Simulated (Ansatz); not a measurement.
A run for Ansatz (a quantum-chemistry and plane-wave program): R-CCSD(T)/def2-TZVPP on H6OSiSn (SMILES [SiH3][O][SnH3]), a point of a torsion scan. Elements past Kr take the def2 small-core potentials; no spin–orbit coupling. The run froze 15 orbitals, filled d shells among them.

Ansatz 0.2 input:
```yaml
crystal:
  periodic: [false, false, false]
  atoms:
    - {symbol: Si, position_ang: [1.68864894, -0.24793573, 0.09508120]}
    - {symbol: O, position_ang: [0.16857306, 0.14921171, -0.27491777]}
    - {symbol: Sn, position_ang: [-1.74173605, 0.25776597, -0.03707711]}
    - {symbol: H, position_ang: [2.12218640, -1.19285660, -0.92856356]}
    - {symbol: H, position_ang: [2.44031587, 1.00185029, 0.06502766]}
    - {symbol: H, position_ang: [1.73794237, -0.85965269, 1.42259058]}
    - {symbol: H, position_ang: [-1.99398081, 0.57468424, 1.57821584]}
    - {symbol: H, position_ang: [-2.32195738, -1.22397856, -0.52074788]}
    - {symbol: H, position_ang: [-2.13618089, 1.50796521, -1.05021024]}
basis:
  gaussian:
    orbitals: def2-TZVPP
magnetization: {spin_polarized: false}
correlation: {method: ccsd_t, electrons: outside_noble_gas}
scf: {lower_state_search: off}
```

Program output:

```
WARN ansatz: RAYON_NUM_THREADS=1 ignored (pool sized by the plan → 1); use --threads N
Functional definition: HF
these checks for a lower state are left out or cut short: stability, starts, cluster_reference, orbital_swaps, neighbouring_geometries, increment
integrals: 0.88 GiB planned
1362 factors; integrals over basis functions are off by at most 1.2e-3 eV
mean field: 0.63 GiB planned
mean field evaluation 1: about -15798.3048 eV, gradient 4.2e1 eV
mean field evaluation 2: about -15798.5127 eV, gradient 4.3e1 eV
mean field evaluation 4: about -15802.1515 eV, gradient 3.2e0 eV
mean field evaluation 8: about -15802.2031 eV, gradient 1.6e-1 eV
mean field -15802.20316846 eV, -580.7202553231 hartree, gradient 2.0e-6 eV, S^2 0.000000; 0 other end points of the search recorded, 0 dependent functions left out
15 core orbitals not correlated
reference -15802.20316846 eV, -580.7202553231 hartree; 10, 10 occupied and 182, 182 virtual orbitals, 1362 factors
second order -13.05335600 eV of doubles, -0.00000000 eV of singles
coupled cluster: 1.23 GiB planned
cycle   1  -13.63556916 eV  change   -5.8e-1 eV  update   9.2e-2
cycle   2  -14.06730008 eV  change   -4.3e-1 eV  update   2.9e-2
cycle   3  -14.17109092 eV  change   -1.0e-1 eV  update   1.4e-2
cycle   4  -14.16126812 eV  change    9.8e-3 eV  update   2.8e-3
cycle   5  -14.16131250 eV  change   -4.4e-5 eV  update   1.1e-3
cycle   6  -14.16155911 eV  change   -2.5e-4 eV  update   2.8e-4
cycle   7  -14.16138905 eV  change    1.7e-4 eV  update   1.2e-4
cycle   8  -14.16137046 eV  change    1.9e-5 eV  update   4.2e-5
cycle   9  -14.16138823 eV  change   -1.8e-5 eV  update   1.9e-5
perturbative correction -0.43218440 eV, -0.0158824838 hartree
Total energy: -15816.79674110 eV, -581.2565592255 hartree
Checks for a lower state left out: stability, starts, cluster_reference, orbital_swaps, neighbouring_geometries, increment
```

Self-consistency was reached.

Cost: around 2.5 core-minutes (rough).
